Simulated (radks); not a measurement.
The nuclear charge of neutral tungsten is varied continuously with 74 electrons held in [Xe] 4f14 5d4 6s2. Calculated with a radial shooting solver on a logarithmic mesh with Libxc functionals: Dirac Kohn-Sham, PBEsol, spin-unpolarised, spherical densities, finite nucleus; open shells fill j = l - 1/2 first; Fermi nuclear charge, rms radius 5.3658 fm. By the Hellmann-Feynman theorem dE/dZ = E(electron-nucleus)/Z, the electronic potential at the nucleus (averaged over a nucleus of fixed radius).

Z,E (hartree),E(electron-nucleus)/Z (hartree),HOMO,e(HOMO) (eV),<r> HOMO (bohr)
73.8,-16049.7744,-543.109,5d3/2,-2.942,2.121
74,-16158.6270,-545.417,5d3/2,-4.682,2.040
74.2,-16267.9412,-547.725,5d3/2,-6.557,1.970
74.4,-16377.7171,-550.035,5d3/2,-8.556,1.910
74.6,-16487.9551,-552.346,6s1/2,-10.195,2.930
74.8,-16598.6556,-554.659,6s1/2,-11.867,2.858
75,-16709.8189,-556.974,6s1/2,-13.609,2.791

The central difference of E at Z = 74 is -545.417 hartree, to compare with the third column; the second derivative is -11.5 hartree.
